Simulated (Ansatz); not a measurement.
System: C4H9O, charge 0, multiplicity 2. SMILES: [CH2]C(C)CO
Geometry from a B3LYP-D3(BJ)/def2-TZVP (Ansatz, a first-principles code) optimisation:
```
C
H 1 1.1036
C 1 1.4867 2 108.69
H 3 1.0812 1 120.80 2 96.20
H 3 1.0824 4 117.89 1 172.66
C 1 1.5278 2 105.42 3 -118.62
H 6 1.0969 1 109.42 2 67.33
H 6 1.0974 7 108.05 1 -118.95
O 6 1.4251 7 110.56 8 -121.54
H 9 0.9619 6 108.87 7 65.20
C 1 1.5304 2 107.63 6 -119.35
H 11 1.0889 1 110.68 2 59.34
H 11 1.0915 12 108.50 1 121.67
H 11 1.0930 12 108.40 13 117.00
```
Charge 0, spin multiplicity 2.

Wanted: atomisation energy, in kcal/mol. Set-up: no dispersion term unless named; atomisation electronic, to ground-state atoms; frozen cores in correlated levels; UHF or UKS for open shells; 6-31G* and kin with 6d, 5d where marked; non-relativistic; spin-orbit terms left out. CBS(X,Y): correlation extrapolated as X^-3; Hartree-Fock from the larger set. Ab initio and DFT rows: single points at B3LYP-D3(BJ) geometries (Ansatz).

```
species      coefficient  E at MP2/6-31G* (Ansatz), Eh  E at PBE/def2-TZVPD (Ansatz), Eh
-----------  -----------  ----------------------------  --------------------------------
[CH2]C(C)CO           -1                    -232.19054                        -232.78135
C atom                +4                     -37.73297                         -37.79605
H atom                +9                      -0.49823                          -0.49962
O atom                +1                     -74.88004                         -75.01069
```

Coupled cluster (Ansatz) is a level with limits of its own, used here on species with T1 under 0.025 (0.045 for open shells) and stable references: CCSD(T)/CBS(cc-pVTZ,cc-pVQZ). Value to compare with, CCSD(T)/CBS(cc-pVTZ,cc-pVQZ) (Ansatz): 1289.5 kcal/mol. 1 Eh = 627.5095 kcal/mol.

Problem. Compute it at each level from the table, and compare with CCSD(T)/CBS(cc-pVTZ,cc-pVQZ) (Ansatz).

Solution. 
- MP2/6-31G*: the sum of coefficient times E is 1.89455 Eh, or 1188.85 kcal/mol. Result: 1188.8 kcal/mol. Its difference against CCSD(T)/CBS(cc-pVTZ,cc-pVQZ) (Ansatz) is -100.7 kcal/mol.
- PBE/def2-TZVPD: the sum of coefficient times E is 2.08988 Eh, or 1311.42 kcal/mol. Result: 1311.4 kcal/mol. Its difference against CCSD(T)/CBS(cc-pVTZ,cc-pVQZ) (Ansatz) is 21.9 kcal/mol.
